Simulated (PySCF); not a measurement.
## What went wrong, or what changed?

The sound run of Dy(NO3)3 (singlet in the valence; each metal's 4f electrons, 9 of them, lie in its core potential, out of spins and levels) uses PySCF 2.14.0, RKS TPSS, Dy lcecp-1-SVP with ECP55, O def2-SVP, N def2-SVP; non-relativistic Hamiltonian with scalar-relativistic core potentials where named; density fitting; no spin-orbit coupling, grid (50, 194), threshold 1e-8 and 55 cycles at the relaxed geometry:
```xyz
13

Dy    0.0000    0.0000    0.0000
O     2.0609    0.1823    1.0765
O     2.0609   -0.1824   -1.0765
N     2.7800    0.0000    0.0000
O     3.9774    0.0000    0.0000
O    -1.1884    1.6937    1.0765
O    -0.8725    1.8760   -1.0765
N    -1.3900    2.4076    0.0000
O    -1.9887    3.4446    0.0000
O    -0.8726   -1.8760    1.0765
O    -1.1884   -1.6936   -1.0765
N    -1.3900   -2.4076    0.0000
O    -1.9887   -3.4445    0.0000
```
This run, with dm0 from free metal ions and neutral atoms, differs:

```python
mol = gto.M(atom='''
Dy    -0.00000    -0.00000     0.00000
O      2.06093     0.18234     1.07647
O      2.06093    -0.18236    -1.07647
N      2.78001    -0.00001     0.00000
O      3.97741    -0.00002     0.00000
O     -0.56049     0.79880     0.50771
O     -0.87254     1.87600    -1.07647
N     -1.39000     2.40757    -0.00000
O     -1.98869     3.44455    -0.00000
O     -0.87256    -1.87599     1.07647
O     -1.18839    -1.69364    -1.07647
N     -1.39002    -2.40756     0.00000
O     -1.98872    -3.44453     0.00000''',
    basis={'Dy': 'lcecp-1-SVP', 'O': 'def2-SVP', 'N': 'def2-SVP'},
    ecp={'Dy': 'lcecp-1-SVP'},
    charge=0, spin=0)
mf = dft.RKS(mol, xc='TPSS')
mf.grids.atom_grid = (50, 194)  # f atoms: unpruned, at least (60, 302)
mf = mf.density_fit()  # fitting sets: Dy AutoAux, O def2-universal-JKFIT, N def2-universal-JKFIT
mf.conv_tol = 1e-08; mf.max_cycle = 60
mf.kernel(dm0)
mf.nuc_grad_method().kernel()
```

Problem. What was changed, and how did it end?

Solution. One atom was put far too close to the first. It converged in 20 cycles, 39.120 eV from the sound run, largest force component 114.49 eV/Å. The cycle limit differs too. These settings are unsound on purpose: the numbers aren't the compound's.
```
init E= -885.340433956221
cycle= 1 E= -874.432671399069  delta_E= 10.9  |g|=  2.7  |ddm|= 5.75
cycle= 2 E= -851.59636762881  delta_E= 22.8  |g|= 8.51  |ddm|= 11.6
cycle= 3 E= -868.247420374474  delta_E= -16.7  |g|= 4.32  |ddm|= 10.6
cycle= 4 E= -872.365721454203  delta_E= -4.12  |g|= 3.11  |ddm|= 5.42
cycle= 5 E= -875.658288030907  delta_E= -3.29  |g|= 1.66  |ddm|= 3.54
...
cycle= 18 E= -876.310585290447  delta_E= -1.3e-07  |g|= 0.000397  |ddm|= 0.00192
cycle= 19 E= -876.310585328476  delta_E= -3.8e-08  |g|= 8.3e-05  |ddm|= 0.000497
cycle= 20 E= -876.310585329938  delta_E= -1.46e-09  |g|= 4.24e-05  |ddm|= 0.000152
Extra cycle  E= -876.31058532347  delta_E= 6.47e-09  |g|= 0.000157  |ddm|= 0.000285
converged SCF energy = -876.31058532347
```

Run from Python with OMP_NUM_THREADS=4; the lines above give its settings.
It took 25 s on 4 threads of Arm Neoverse V1 (shared host).

No frequency check is given that shows the relaxed geometry to be a minimum. An lcecp potential fixes the number of 4f electrons, so in runs with it no electron can move into or out of that shell.
